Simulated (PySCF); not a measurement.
Compound: C6H8O2.
Z-matrix (Å and degrees, PBE0-D3(BJ)/def2-SVP geometry), rows numbered from 1:
```
C 
C   1  1.3318
C   2  1.4933  1  124.36
C   3  1.5063  2  113.15  1  -132.14
O   4  1.1982  3  126.14  2    -8.17
O   4  1.3550  3  110.06  2   172.77
C   6  1.3693  4  118.45  3   178.87
C   7  1.3289  6  120.53  4  -179.02
H   1  1.0928  2  121.41  3  -179.20
H   1  1.0949  2  121.63  3     0.88
H   2  1.0953  1  119.87  3  -179.89
H   3  1.1011  2  112.23  1    -8.78
H   3  1.1064  2  110.96  1   108.91
H   7  1.0927  6  114.34  4     1.14
H   8  1.0902  7  119.61  6  -179.82
H   8  1.0920  7  121.36  6     0.12
```

All values: PBE0/def2-SVPD (PySCF, non-relativistic), on one gas-phase PBE0-D3(BJ)/def2-SVP geometry that isn't relaxed in the solvent. The solvent is an IEF-PCM continuum (van der Waals radii × 1.2). The model holds no explicit solvent molecules, cavitation or dispersion.

Gas phase at PBE0/def2-SVPD: HOMO -7.44 eV, LUMO -0.58 eV, dipole 1.76 D.

Task: What does the continuum do to the energy, the frontier levels and the dipole at PBE0/def2-SVPD in dichloromethane and acetonitrile?

Result: 
| solvent | ε | E(solvent) − E(gas) (kJ/mol) | polarisation term (kJ/mol) | distortion of the solute (kJ/mol) | HOMO (eV) | LUMO (eV) | dipole (D) |
| --- | --- | --- | --- | --- | --- | --- | --- |
| dichloromethane | 8.93 | -19.48 | -21.77 | 2.29 | -7.42 | -0.58 | 2.33 |
| acetonitrile | 35.69 | -22.57 | -25.71 | 3.14 | -7.43 | -0.58 | 2.44 |

The polarisation term is half the interaction of the solute with the surface charges that it induces; the rest is the cost of distorting the solute's density. The sum is the electrostatic part of solvation alone. From dichloromethane to acetonitrile the lowering changes by a factor 1.16, Onsager's factor (ε − 1)/(2ε + 1) by 1.14 and ε itself by 4.0.

Task: Which radius a makes the point-dipole formula ΔE = −[(ε − 1)/(2ε + 1)]·μ²/a³ give the value in acetonitrile, with the gas-phase dipole?

Result: μ = 0.694 au and |ΔE| = 0.00860 Eh give a = 1.58 Å; the farthest nucleus lies 4.60 Å from the centroid of the nuclei, so such a sphere wouldn't even hold the nuclei. The formula assumes a rigid point dipole at the centre of a sphere.

Task: How does the static polarisability (PBE0/def2-SVPD, frozen core, with the continuum's full static response) change?

Result: 
| medium | isotropic (au) | principal values (au) | ⟨r²⟩ of the electrons (bohr²) |
| --- | --- | --- | --- |
| gas | 83.6 | 58.5, 72.9, 119.3 | 1370.8 |
| dichloromethane | 105.4 | 76.1, 96.2, 143.8 | 1369.9 |
| acetonitrile | 109.5 | 80.1, 101.1, 147.4 | 1369.7 |

The isotropic value in acetonitrile is 1.31 times the gas-phase one; no cavity-field correction is applied. ⟨r²⟩ is taken about the centre of nuclear charge.
